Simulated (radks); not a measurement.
The numbers below are computed, except where a source is named.
The tellurium anion Te2-, [Xe], held by a Watson sphere: a shell of charge +2 at radius R that stands for the Madelung well of a crystal (potential energy -2/R inside, -2/r outside, in hartree with lengths in bohr). Level of theory: scalar-relativistic Kohn-Sham, PBE, spin-polarised, spherical densities, finite nucleus; Fermi nuclear charge, rms radius of each element as measured or else 0.836 A^(1/3) + 0.57 fm (a radial shooting solver on a logarithmic mesh with Libxc functionals). Response by self-consistent Sternheimer equations with the Hartree and adiabatic LDA kernel, the relativistic mass of each level held fixed and spin-orbit coupling left out. The sphere does not respond.

| R (bohr) | e(4d) (eV) | e(5s) (eV) | e(5p) (eV) | <r> 5p (bohr) | sum of <r^2> (bohr^2) | X-ray form factor at sin(theta)/lambda = 0.3 1/angstrom | alpha (bohr^3) |
|---|---|---|---|---|---|---|---|
| 2.48 | -40.916 | -16.234 | -7.320 | 2.623 | 76.74 | 35.911 | 42.63 |
| 2.52 | -40.830 | -16.139 | -7.270 | 2.633 | 77.18 | 35.915 | 43.37 |
| 2.67 | -40.545 | -15.790 | -7.071 | 2.673 | 78.81 | 35.930 | 46.34 |
| 2.9 | -40.195 | -15.286 | -6.747 | 2.733 | 81.33 | 35.956 | 51.49 |
| 3.15 | -39.883 | -14.782 | -6.383 | 2.795 | 84.04 | 35.983 | 57.90 |
| 3.36 | -39.651 | -14.391 | -6.074 | 2.846 | 86.27 | 36.003 | 63.95 |
| 3.57 | -39.434 | -14.029 | -5.769 | 2.893 | 88.44 | 36.020 | 70.61 |
| 4.69 | -38.397 | -12.491 | -4.303 | 3.108 | 99.18 | 36.060 | 117.7 |
| 5.56 | -37.709 | -11.632 | -3.399 | 3.239 | 106.8 | 36.067 | 171.4 |
